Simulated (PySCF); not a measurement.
SMILES c1cc2sc(-c3cc4sccc4s3)cc2s1 (C₁₂H₆S₄), singlet at its GFN2-xTB optimised geometry (Å):

```
22

C     -5.2653     0.0189     0.0000
C     -4.4562    -1.0716     0.0000
C     -3.0992    -0.6946     0.0000
S     -1.5940    -1.5390     0.0000
C     -0.7136    -0.0208     0.0000
C      0.7136    -0.0208     0.0000
C      1.5517     1.0684     0.0000
C      2.8991     0.6830     0.0000
S      4.4092     1.5251     0.0000
C      5.2653     0.0189     0.0000
C      4.4563    -1.0716     0.0000
C      3.0992    -0.6946     0.0000
S      1.5940    -1.5389     0.0000
C     -1.5517     1.0684     0.0000
C     -2.8991     0.6830     0.0000
S     -4.4092     1.5251     0.0001
H     -6.3369     0.0412     0.0000
H     -4.8062    -2.0871     0.0000
H      1.2133     2.0871     0.0000
H      6.3369     0.0412     0.0000
H      4.8062    -2.0871     0.0000
H     -1.2133     2.0871     0.0000
```

Calculation: PBE0/def2-SVP run with PySCF 2.14.0. Cells within 0.4 Å of a nucleus heavier than hydrogen are left out (blank, or x).

Map of the log10 of the electron density (e/bohr³), floored at −4 on the plane z = 0.0 Å:

```
|0000000000000000000000000|
|0000000000000000000000000|
|0000000000000000000000000|
|0000000000000000000000000|
|0000000000000000000000000|
|0000000000000000000000000|
|0000000000000000000000000|
|0000133200210120023310000|
|0001466534553554356641000|
|0002689756974796579862000|
|001469x989x858x989x964100|
|01478989x9x979x9x98987410|
|01599x78978x9x87987x99510|
|01468999x8998998x99986410|
|0013699889x858x9889963100|
|0002598568975798658952000|
|0000355346653566435530000|
|0000021013321233101200000|
|0000000000000000000000000|
|0000000000000000000000000|
|0000000000000000000000000|
|0000000000000000000000000|
|0000000000000000000000000|
|0000000000000000000000000|
|0000000000000000000000000|
```
Scale: ten equal steps from -4.00 (start of '0') to -0.475 (end of '9'), in the order '0123456789'; x runs from -8.50 to 8.50, y from -8.50 (bottom) to 8.50 (top).
